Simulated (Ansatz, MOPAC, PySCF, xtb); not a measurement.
Dimer: NH3 (SMILES N) (first 4 atoms) with H2S (SMILES S); geometry from B3LYP-D3(BJ)/def2-TZVP, rigid monomers moved along the line of their centres of mass till N1···H7 is 3.01 Å.
(charge 0, multiplicity 1):
```xyz
7

N      0.0062     0.1635     0.3251
H     -0.7772    -0.4607     0.1701
H     -0.1930     1.0317    -0.1588
H      0.8211    -0.2526    -0.1111
S      0.8202     0.9649     4.5420
H     -0.1511     0.1551     4.9919
H      0.5420     0.6956     3.2406
```

Interaction energies are E(AB) − E(A) − E(B) at the monomers' geometry in the complex; basis-set methods are counterpoise corrected. Rows marked so take none.

Correlated levels freeze the cores. Rows in 3-21G, 6-31G* carry no dispersion term and start afresh at each structure (6-31G* with six Cartesian d functions). The state that PM6, PM7 reach isn't checked; PM7 holds dispersion and hydrogen-bond terms.

The values were computed with Ansatz (Gaussian orbitals); MOPAC for PM6, PM7 (differences of heats of formation); PySCF for 3-21G rows, 6-31G* rows; xtb for the GFN methods. 

```
level                            interaction energy (kJ/mol)
-------------------------------  ---------------------------
GFN-FF                                                  -7.1
PM6                                                     -8.2
PM7                                                    -10.5
GFN2-xTB                                                -8.4
HF/3-21G (no counterpoise)                             -14.1
HF/6-31G*                                               -7.9
B3LYP/6-31G*                                            -9.3
M06-2X/6-31G* (no counterpoise)                          ___
CCSD/aug-cc-pV(D+d)Z                                    -8.1
```

What belongs in the gaps?


- M06-2X/6-31G* (no counterpoise), interaction energy (kJ/mol): -12.2

Ansatz is a first-principles code.
